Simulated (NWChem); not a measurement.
All runs are NWChem calculations. System: HCl2Si, charge 0, spin multiplicity 2, at a geometry optimised with UPBE/def2-SVP. The structure started from a generated list of species. Its SCF solution wasn't tested for a lower state. Level: UMP2/def2-TZVP, 15 core orbitals frozen.

Output (cleaned and shortened):

```
             Northwest Computational Chemistry Package (NWChem) 7.3.0
             --------------------------------------------------------

                                NWChem Input Module
                                -------------------

 Scaling coordinates for geometry "geometry" by  1.889725989
 (inverse scale =  0.529177249)

 Turning off AUTOSYM since
 SYMMETRY directive was detected!

                             Geometry "geometry" -> ""
                             -------------------------

 Output coordinates in angstroms (scale by  1.889725989 to convert to a.u.)

  No.       Tag          Charge          X              Y              Z
 ---- ---------------- ---------- -------------- -------------- --------------
    1 Cl                  17.0000     0.33986400    -0.17183600     1.71018400
    2 Si                  14.0000    -0.68065400     0.43553400     0.00000000
    3 Cl                  17.0000     0.33986400    -0.17183600    -1.71018400
    4 H                    1.0000    -2.02622000    -0.25506000     0.00000000

 Effective nuclear repulsion energy (a.u.)     176.7497494819

            Nuclear Dipole moment (a.u.)
            ----------------------------
        X                 Y               Z
 ---------------- ---------------- ----------------
     0.0000000000    -0.0000151178     0.0000000000

      Symmetry information
      --------------------

 Group name             Cs
 Group number              2
 Group order               2
 No. of unique centers     3

      Symmetry unique atoms

     1    2    4


 Summary of "ao basis" -> "" (spherical)
 ------------------------------------------------------------------------------
       Tag                 Description            Shells   Functions and Types
 ---------------- ------------------------------  ------  ---------------------
 *                         def2-tzvp                  on all atoms

 Summary of "ao basis" -> "ao basis" (spherical)
 ------------------------------------------------------------------------------
       Tag                 Description            Shells   Functions and Types
 ---------------- ------------------------------  ------  ---------------------
 Cl                        def2-tzvp                13       37   5s5p2d1f
 Si                        def2-tzvp                13       37   5s5p2d1f
 H                         def2-tzvp                 4        6   3s1p

                                 NWChem SCF Module
[...]
     2   0 2 0    -28.680681    -24.245419    -17.736236     13.300974
     2   0 1 1     -0.000000     -0.000000     -0.000000      0.000000
     2   0 0 2    -30.917895   -194.402948   -191.624427    355.109480

                   NWChem MP2 Semi-direct Energy/Gradient Module
                   ---------------------------------------------

  Basis functions       =    117
  Molecular orbitals    =    117
  Frozen core           =     15
  Frozen virtuals       =      0
  Active alpha occupied =     10
  Active beta occupied  =      9
  Active alpha virtual  =     92
  Active beta virtual   =     93
  Use MO symmetry       = T
  Use skeleton AO sym   = T

  AO/Fock/Back tols     =   1.0D-09  1.0D-09  1.0D-09

 GA uses MA = F    GA memory limited = T

 Available:
  local mem=  1.26D+08
 global mem=  1.44D+08
 local disk=  0.00D+00
  mp2_memr nvloc                    92
  nvloc new                    92
   1 passes of  10:        5242880                      73907                  20511877.
   1 passes of  10: M    126151399           G      144151822           F     120908519.

 Semi-direct pass number   1 of   1  for UHF alpha       at        5.7s
  vrange nnbf                  6550
  mp2_eaftype                    78  avail_ma_in_mb                  1099
 EAF : mp2_eaftype filesize          78   10255938.
  mp2_eaf for mointskh                     78
Node 0 wrote     48.2 Mb in      0.0 s     Agg I/O rate:  1468.5 Mb/s
 Done moints_semi at       10.1s
  mp2_eaftype                    78  avail_ma_in_mb                  1021
 EAF : mp2_eaftype filesize          78   10255938.
  mp2_eaf for kh                    78
 Done maket at       10.3s
 Done multipass loop at       10.3s

 GA uses MA = F    GA memory limited = T

 Available:
  local mem=  1.26D+08
 global mem=  1.44D+08
 local disk=  0.00D+00
  mp2_memr nvloc                    93
  nvloc new                    93
   1 passes of   9:        5242880                      69758                  18663467.
   1 passes of   9: M    126151399           G      144151822           F     120908519.

 Semi-direct pass number   1 of   1  for UHF beta        at       10.3s
  vrange nnbf                  6550
  mp2_eaftype                    71  avail_ma_in_mb                  1099
 EAF : mp2_eaftype filesize          71    9331734.
  mp2_eaf for mointskh                     71
Node 0 wrote     43.9 Mb in      0.0 s     Agg I/O rate:  2318.5 Mb/s
 Done moints_semi at       16.0s
  mp2_eaftype                    71  avail_ma_in_mb                  1028
 EAF : mp2_eaftype filesize          71    9331734.
  mp2_eaf for kh                    71
 Done maket at       16.2s
 Done multipass loop at       16.2s

          -------------------------------------------
          SCF energy               -1208.613735622122
          Correlation energy          -0.462833660620
          Singlet pairs                0.000000000000
          Triplet pairs                0.000000000000
          Total MP2 energy         -1209.076569282742
          -------------------------------------------

          ---------------------------------------------------
                    Spin Component Scaled (SCS) MP2
          Same spin pairs                     -0.115006143766
          Same spin scaling factor             0.333333333333
          Opposite spin pairs                 -0.347827516854
          Opposite spin scaling fact.          1.200000000000
          SCS-MP2 correlation energy          -0.455728401481
          Total SCS-MP2 energy             -1209.069464023602
          ---------------------------------------------------

 -----------------------
 Performance information
 -----------------------

 Timer overhead =  1.83D-07 seconds/call

               Nr. of calls         CPU time (s)                 Wall time (s)                GFlops
             ---------------    -------------------     ------------------------------   -------------------
Name         Min   Avg   Max    Min     Avg     Max     Min     Avg     Max   Mx/calls   Min     Max     Sum
mp2: moin     2     2     2    10.     10.     10.      10.     10.     10.     5.0      0.0     0.0     0.0
mp2: make     2     2     2   0.35    0.35    0.35     0.35    0.35    0.35    0.18      0.0     0.0     0.0
mp2: tota     1     1     1    11.     11.     11.      11.     11.     11.     11.      0.0     0.0     0.0

 The average no. of pstat calls per process was 5.00D+00
 with a timing overhead of 9.17D-07s

 Task  times  cpu:       16.2s     wall:       16.2s

 Total times  cpu:       16.2s     wall:       16.2s
```

### Question
Write an NWChem input that would produce this output.

### Answer
Several could match; the one computed here: 
```
start mol
memory heap 200 mb stack 900 mb global 1100 mb
geometry units angstroms nocenter noautoz
  Cl     0.339864    -0.171836     1.710184
  Si    -0.680654     0.435534     0.000000
  Cl     0.339864    -0.171836    -1.710184
  H     -2.026220    -0.255060     0.000000
  symmetry group Cs
end
basis spherical
  * library def2-tzvp
end
scf
  uhf
  nopen 1
  maxiter 100
  thresh 1e-7
  semidirect memsize 60000000 filesize 0
  # guess.movecs holds the orbitals of an unrestricted PBE0 run
  vectors input guess.movecs output mol.movecs
end
mp2
  freeze core 15
end
task mp2 energy
```
